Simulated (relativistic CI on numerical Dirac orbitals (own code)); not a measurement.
## Ir⁶⁺: 4d photoemission

Computed with this model: Dirac-Coulomb-Breit CI, orbitals from a KLI potential per configuration, a model potential for QED, valence Slater integrals scaled by 0.8, multiplet model of photoemission in the sudden approximation; configurations [Xe] 4f14 5d3 → [Kr] 4d9 4f14 5s2 5p6 5d3; 300 K; Lorentzian 4.9 eV and Gaussian 0.6 eV FWHM. Energies are those of the free ion, without screening or charge transfer. The energies are binding energies and can lie tens of eV above those of solids. S is read from ⟨S²⟩ = S(S + 1).

free ion: ground-state S = 1.35, centroid 402.04 eV. Peaks (eV, height): 395.4 (100), 411.8 (59).

Strongest unbroadened transitions for free ion:

| Energy (eV) | Relative strength |
| --- | --- |
| 394.98 | 80.6 |
| 395.24 | 59.4 |
| 395.61 | 100.0 |
| 395.63 | 36.9 |
| 396.20 | 12.0 |
| 396.52 | 2.4 |
| 396.99 | 3.5 |
| 398.19 | 2.0 |
| 401.84 | 3.7 |
| 411.09 | 32.9 |
| 411.20 | 86.2 |
| 412.45 | 2.5 |
| 412.71 | 30.3 |
| 412.98 | 4.8 |
| 413.39 | 17.5 |
| 413.91 | 4.6 |
| 414.44 | 3.2 |
| 415.69 | 6.3 |
